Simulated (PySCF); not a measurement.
An unknown is described by computed data only.

Elements present: C, Cl, H and Si. Monoisotopic mass: 139.9701 u.

- UV, first state: lowest singlet excitation: 6.36 eV (195 nm, f = 0.037) [TDDFT CAM-B3LYP/def2-SVPD]
- Dipole: 1.57 D [CAM-B3LYP/def2-SVPD]
- Rotational structure: rotational constants A, B, C: 2.253, 1.062, 0.770 GHz [PBE0-D3(BJ)/def2-SVP]
- XPS: Si2p3/2 106.3, Si2p3/2 106.5 (×2), Cl2p3/2 205.8, C1s 291.8, Si1s 1846.0, Si1s 1846.2 (×2), Cl1s 2828.4 eV [ΔSCF SCAN, pcX-2 on the ionised atom, pcseg-1 elsewhere, spin-free X2C, 2p3/2 from a spin–orbit splitting computed afterwards within the 2p shell]
- Triplet: lowest triplet excitation (Tamm–Dancoff): 5.71 eV [TDA CAM-B3LYP/def2-SVPD]
- UV, strongest line: among the 10 lowest singlet transitions: S3 at 6.89 eV (180 nm, f = 0.152) [TDDFT CAM-B3LYP/def2-SVPD]

Gas-phase values; electronic properties from PySCF, density fitting. Levels stand in brackets. The structure is a single PBE0-D3(BJ)/def2-SVP conformer in the gas phase; no vibrational or solvent corrections.

Task: Which formula fits the mass and the elements?

Result: CH9ClSi3 (calculated 139.9701). No other formula that holds each of these elements comes within 0.0003 u with a fitting electron parity and a possible valence count.

Task: Give a SMILES that accounts for the data.

Result: Numbering: `[SiH3:1][SiH:2]([SiH3:3])[CH2:4][Cl:5]`. Its formula, CH9ClSi3, gives 0 degrees of unsaturation, so no ring and no π bond. The core levels belong to: Si2p3/2 106.3 eV, SiH silicon [Si2]; Si2p3/2 106.5 eV, SiH3 silicon [Si1/Si3]; Cl2p3/2 205.8 eV, alkyl chlorine [Cl5]; C1s 291.8 eV, sp3 C–Cl carbon [C4]; Si1s 1846.0 eV, SiH silicon [Si2]; Si1s 1846.2 eV, SiH3 silicon [Si1/Si3]; Cl1s 2828.4 eV, alkyl chlorine [Cl5]. One atom of each topological class was ionised and stands for its class. The optimised geometry has point group C1 and is an asymmetric top. Structure: `[SiH3][SiH]([SiH3])CCl`. The assignments are read from this structure; whether some other isomer fits the data as well wasn't checked.

Shape of the structure used: `[SiH3:1][SiH:2]([SiH3:3])[CH2:4][Cl:5]`: Si1–Si2–C4–Cl5 52°.
